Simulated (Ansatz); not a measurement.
Reaction (atomization): `O/C([SiH3])=C\I` → 2 C• + 5 H• + I• + O• + Si•

Calculated with Ansatz (gas phase, PBE0-D4/def2-TZVP geometries, no zero-point term in ΔE). CBS: MP2 limit from def2 TZ/QZ plus the TZ coupled-cluster correction, frozen cores. This one scheme is used for every species, atoms too. For atomizations the MP2-based limit and the directly extrapolated one differ by several kJ/mol either way, and by 10 to 25 for some Ge, Se and Sn compounds, so smaller differences from it don't rank the levels. Functionals use def2-TZVPP. B3LYP here is the variant with VWN-RPA as its local correlation; programs differ in this. HSE06 is defined as in plane-wave codes. Open shells (•) are unrestricted, without spin–orbit coupling. Spin–orbit coupling would lower the free atoms: a little for C, O, Si; strongly for I. def2 core potentials past Kr. Bonds to I are less sure, by a few kJ/mol each and by 10 to 20 or more in all where they break to atoms, as the def2 sets lack core-valence functions. One conformer a species, not always the lowest.

```tsv
level	ΔE (kJ/mol)	difference from CCSD(T)/CBS
LDA (SPW92)	4057.6	549.9
revPBE-D4	3494.3	-13.4
BLYP-D4	3498.1	-9.6
r2SCAN-D4	3510.5	2.8
PBE0-D4	3504.5	-3.2
B3LYP-D4	3490.0	-17.7
r2SCANh-D4	3481.9	-25.8
r2SCAN0-D4	3441.1	-66.6
HSE06-D4	3507.8	0.1
BHLYP-D4	3368.9	-138.8
CAM-B3LYP-D4	3495.9	-11.8
ωB97X-V	3499.9	-7.8
ωB97M-V	3494.8	-12.9
B2PLYP	3451.5	-56.2
PBE-QIDH	3472.3	-35.4
PBE	3560.1	52.4
revPBE	3420.5	-87.2
BLYP	3441.9	-65.8
r2SCAN	3504.4	-3.3
PBE0	3482.6	-25.1
B3LYP	3448.2	-59.5
r2SCANh	3475.2	-32.5
r2SCAN0	3433.7	-74.0
HSE06	3487.3	-20.4
BHLYP	3335.5	-172.2
CAM-B3LYP	3473.4	-34.3
LC-ωPBE	3461.3	-46.4
MP2/def2-SVP	3328.4	-179.3
CCSD/def2-SVP	3230.2	-277.5
CCSD(T)/def2-SVP	3278.5	-229.2
HF/def2-TZVPP	2455.7	-1052.0
MP2/def2-TZVPP	3476.8	-30.9
SCS-MP2/def2-TZVPP	3446.4	-61.3
CCSD/def2-TZVPP	3333.6	-174.1
HF/def2-QZVPP	2461.3	-1046.4
MP2/def2-QZVPP	3539.0	31.3
SCS-MP2/def2-QZVPP	3514.9	7.2
HF/CBS(def2)	2462.2	-1045.5
MP2/CBS(def2)	3581.8	74.1
CCSD/CBS(def2)	3438.6	-69.1
CCSD(T)/CBS	3507.7	0
```

Largest T1 diagnostic among the species: 0.012.

The D4 term adds +41.8 kJ/mol with B3LYP and +21.9 kJ/mol with PBE0; it sums over pairs of atoms, weighted by their polarisabilities, and B3LYP, whose exchange is more repulsive, gets the larger term. From BLYP to BHLYP (50 % exact exchange), in def2-TZVPP and without D4, ΔE moves by −106.4 kJ/mol: exact exchange takes away binding that semilocal exchange gives to molecules.
